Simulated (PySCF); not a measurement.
Diatomics of Al with the fourth-period p block

MP2 with double-zeta basis sets in PySCF, for the lowest determinant that a PBE0 search found; no spin–orbit coupling. De refers to high-spin ground-configuration atoms.

| M | basis | reference, frozen orbitals | state (unpaired electrons) | Re (Å) | ωe (cm⁻¹) | De (eV) |
| --- | --- | --- | --- | --- | --- | --- |
| Ge | x2c-SVPall | UHF, 14 | quartet (σ ↑, π ↑↑) | 2.456 | 317 | 2.25 |
| Se | pcseg-1 | UHF, 14 | doublet (σ ↑) | 2.160 | 548 | 3.58 |
| Br | x2c-SVPall | RHF, 14 | singlet (closed shell) | 2.299 | 395 | 4.53 |

The shortest bond is that of AlSe (2.160 Å), the longest that of AlGe (2.456 Å). AlBr is bound most strongly (4.53 eV) and AlGe least (2.25 eV).

The rows differ in basis set, which adds steps of its own.

The state changes along the series, so neighbouring rows are not always alike in their bonding.

Correlated steps freeze 14 core orbitals. Correlated levels converge slowly with the basis: in double zeta they bind strong bonds too weakly, by up to about 1 eV, and carry superposition errors of some tenths. Where the molecule has an RHF reference, its open-shell atoms are computed with UHF. States were picked by a PBE0 search and need not be the measured ground states.
